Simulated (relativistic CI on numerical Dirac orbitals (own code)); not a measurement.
**How well does a small relativistic CI reproduce Mo³⁺?**

Calculated at this level of theory: Dirac-Coulomb-Breit CI, separate exchange-only KLI orbitals for each configuration, a model potential for QED, valence Slater integrals scaled by 0.85, P86 correlation energy added to each configuration (own radial code, finite nucleus).

Configuration list (outside the closed core [Ar] 3d10 4s2): 4p6 4d3, 4p6 4d2 5s, 4p6 4d2 5p, 4p6 4d2 4f, 4p6 4d 5s2, 4p6 4d2 6s, 4p6 4d2 5d, 4p6 4d 5s 5p, 4p5 4d4, 4p6 4d 4f2, 4p6 4d2 6p, 4p6 4d2 6d, 4p6 4d2 5f, 4p6 4d2 5g, 4p6 4d 5p2, 4p6 4d2 6f. Levels of other configurations are missing.

| Configuration | Term (tabulated) | J | Measured (cm⁻¹) | Computed | Error | Purity (%) |
| --- | --- | --- | --- | --- | --- | --- |
| 4p6 4d3 | 4F | 3/2 | 0.0 | 0 | 0 | 99 |
| 4p6 4d3 | 4F | 5/2 | 778.0 | 709 | -69 | 99 |
| 4p6 4d3 | 4F | 7/2 | 1759.8 | 1612 | -148 | 99 |
| 4p6 4d3 | 4F | 9/2 | 2864.6 | 2650 | -214 | 99 |
| 4p6 4d3 | 4P | 3/2 | 10330.6 | 11022 | 692 | 85 |
| 4p6 4d3 | 4P | 1/2 | 10337.8 | 10997 | 659 | 94 |
| 4p6 4d3 | 2G | 7/2 | 11580.5 | 12091 | 510 | 99 |
| 4p6 4d3 | 4P | 5/2 | 11612.0 | 12181 | 569 | 99 |
| 4p6 4d3 | 2G | 9/2 | 12310.8 | 12781 | 470 | 85 |
| 4p6 4d3 | 2P | 1/2 | 14347.7 | 14894 | 547 | 93 |
| 4p6 4d3 | 2H | 9/2 | 15995.1 | 16368 | 373 | 87 |
| 4p6 4d3 | 2H | 11/2 | 16357.5 | 16738 | 380 | 100 |
| 4p6 4d3 | 2D2 † | 5/2 | 16809.3 | 17536 | 727 | 98 |
| 4p6 4d3 | 2D2 † | 3/2 | 17107.3 | 17606 | 498 | 60 |
| 4p6 4d3 | 2F | 7/2 | 24787.0 | 25913 | 1126 | 99 |
| 4p6 4d3 | 2F | 5/2 | 25100.4 | 26218 | 1118 | 98 |
| 4p6 4d3 | 2D1 | 5/2 | 38922.3 | 39821 | 899 | 98 |
| 4p6 4d3 | 2D1 | 3/2 | 39230.5 | 40162 | 931 | 99 |
| 4p6 4d2 5s | 4F | 3/2 | 60896.3 | 65133 | 4236 | 99 |
| 4p6 4d2 5s | 4F | 5/2 | 61626.2 | 65822 | 4196 | 99 |
| 4p6 4d2 5s | 4F | 7/2 | 62708.5 | 66833 | 4125 | 99 |
| 4p6 4d2 5s | 4F | 9/2 | 64046.5 | 68093 | 4047 | 100 |
| 4p6 4d2 5s | 2F | 5/2 | 69178.1 | 73823 | 4645 | 94 |
| 4p6 4d2 5s | 2F | 7/2 | 71358.3 | 75875 | 4516 | 97 |
| 4p6 4d2 5s | 4P | 1/2 | 71750.4 | 76636 | 4885 | 99 |
| 4p6 4d2 5s | 4P | 3/2 | 72162.8 | 77017 | 4854 | 94 |
| 4p6 4d2 5s | 4P | 5/2 | 72236.2 | 77107 | 4871 | 73 |
| 4p6 4d2 5s | 2D | 3/2 | 74008.8 | 78892 | 4883 | 90 |
| 4p6 4d2 5s | 2D | 5/2 | 74981.1 | 79742 | 4761 | 71 |
| 4p6 4d2 5s | 2P | 1/2 | 79898.8 | 85265 | 5366 | 98 |
| 4p6 4d2 5s | 2P | 3/2 | 81052.2 | 86320 | 5268 | 96 |
| 4p6 4d2 5s | 2S | 1/2 | 99783.8 | 104934 | 5150 | 99 |
| 4p6 4d2 5p | 4G° | 5/2 | 109415.2 | 112668 | 3253 | 83 |
| 4p6 4d2 5p | 4G° | 7/2 | 111339.5 | 114416 | 3076 | 90 |
| 4p6 4d2 5p | 4F° | 3/2 | 111760.0 | 114788 | 3028 | 78 |
| 4p6 4d2 5p | 4F° | 5/2 | 112925.2 | 115908 | 2982 | 76 |
| 4p6 4d2 5p | 4G° | 9/2 | 113443.0 | 116363 | 2920 | 92 |
| 4p6 4d2 5p | 4F° | 7/2 | 114624.5 | 117374 | 2750 | 91 |
| 4p6 4d2 5p | 2F° | 7/2 | 115762.2 | 118829 | 3067 | 63 |
| 4p6 4d2 5p | 4D° | 1/2 | 115789.4 | 118609 | 2820 | 97 |
| 4p6 4d2 5p | 4G° | 11/2 | 115881.1 | 118622 | 2741 | 100 |
| 4p6 4d2 5p | 4F° | 9/2 | 115961.9 | 118673 | 2711 | 87 |
| 4p6 4d2 5p | 4D° | 5/2 | 116583.8 | 119458 | 2874 | 56 |
| 4p6 4d2 5p | 4D° | 3/2 | 116586.0 | 119476 | 2890 | 74 |
| 4p6 4d2 5p | 2D° | 5/2 | 117604.1 | 120649 | 3045 | 57 |
| 4p6 4d2 5p | 2S° | 1/2 | 117922.6 | 121789 | 3866 | 93 |
| 4p6 4d2 5p | 4D° | 7/2 | 118080.2 | 120870 | 2790 | 65 |
| 4p6 4d2 5p | 2G° | 7/2 | 119002.3 | 122539 | 3537 | 96 |
| 4p6 4d2 5p | 2G° | 9/2 | 120645.0 | 124042 | 3397 | 91 |
| 4p6 4d2 5p | 4S° | 3/2 | 120823.5 | 124316 | 3492 | 69 |
| 4p6 4d2 5p | 4D° | 1/2 | 122419.3 | 126037 | 3617 | 98 |
| 4p6 4d2 5p | 2F° | 5/2 | 123534.2 | 127179 | 3645 | 62 |
| 4p6 4d2 5p | 2P° | 1/2 | 124741.6 | 128012 | 3271 | 89 |
| 4p6 4d2 5p | 4D° | 5/2 | 124789.8 | 128295 | 3505 | 68 |
| 4p6 4d2 5p | 2D° | 3/2 | 126243.2 | 129699 | 3456 | 64 |
| 4p6 4d2 5p | 4D° | 7/2 | 126416.3 | 129768 | 3352 | 59 |
| 4p6 4d2 5p | 2D° | 5/2 | 126716.6 | 130167 | 3451 | 60 |
| 4p6 4d2 5p | 4P° | 1/2 | 126760.5 | 130229 | 3469 | 88 |
| 4p6 4d2 5p | 2G° | 9/2 | 126999.1 | 130393 | 3394 | 93 |
| 4p6 4d2 5p | 4P° | 3/2 | 127181.2 | 130648 | 3467 | 85 |
| 4p6 4d2 5p | 4P° | 5/2 | 128897.8 | 132281 | 3383 | 68 |

Measured levels from Sugar and Musgrove, J. Phys. Chem. Ref. Data 17, 155 (1988); pairs were made by configuration, J and term (by order where the table uses no LS term), so strongly mixed levels may be paired wrongly. Some J values or terms of the table were assigned by a fit.

Mean error by configuration (cm⁻¹): 4p6 4d3 523; 4p6 4d2 5s 4700; 4p6 4d2 5p 3216. Over the excited levels the mean absolute error is 2892 cm⁻¹ (60 of the 64 excited levels that our extract of the source holds in range could be paired, and the others can miss by more), and the median relative error of those above 1,000 cm⁻¹ is 3 %. Some levels of the ground configuration have no partner. † marks terms whose computed intervals miss the measured ones by more than a factor of 2.5, or configurations far off the rest, from wrong mixing, a near crossing or a doubtful label or measurement; they are left out of the means.
